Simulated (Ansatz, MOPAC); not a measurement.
System: GeH5 (charge -1, singlet). SMILES: [GeH5-]

Atoms: Ge1, H2, H3, H4, H5, H6. Bonds: Ge1-H2, Ge1-H3, Ge1-H4, Ge1-H5, Ge1-H6.

Bond lengths (Å) and angles (degrees) optimised at AM1 with MOPAC; PM3 with MOPAC; MNDO with MOPAC; HF/STO-3G with Ansatz (a program for electronic structure); PBE/6-31G* with LANL2DZ past Ar with Ansatz; B3LYP/LANL2DZ with Ansatz, each started from the B3LYP-D3(BJ)/def2-TZVP structure (Ansatz) of the last column. A row stands for all coordinates that are equal there. 6-31G* holds six Cartesian d functions. No wavenumbers were computed at MNDO, HF/STO-3G, PBE/6-31G* with LANL2DZ past Ar, B3LYP/LANL2DZ, so these may be saddle points.

```
coordinate    AM1    PM3   MNDO  HF/STO-3G  PBE/6-31G* with LANL2DZ past Ar  B3LYP/LANL2DZ  B3LYP-D3(BJ)/def2-TZVP
----------  -----  -----  -----  ---------  -------------------------------  -------------  ----------------------
Ge1-H2      1.623  1.587  1.574      1.606                            1.732          1.712                   1.725
Ge1-H4      1.578  1.550  1.540      1.482                            1.628          1.611                   1.590
H2-Ge1-H3   180.0  180.0  180.0      180.0                            180.0          180.0                   180.0
H2-Ge1-H4    90.0   90.0   90.0       90.0                             90.0           90.0                    90.0
H4-Ge1-H5   120.0  120.0  120.0      120.0                            120.0          120.0                   120.0
```

Mean signed difference of all 5 bond lengths from B3LYP-D3(BJ)/def2-TZVP: AM1 -0.048 Å, PM3 -0.080 Å, MNDO -0.091 Å, HF/STO-3G -0.113 Å, PBE/6-31G* with LANL2DZ past Ar 0.026 Å, B3LYP/LANL2DZ 0.007 Å.
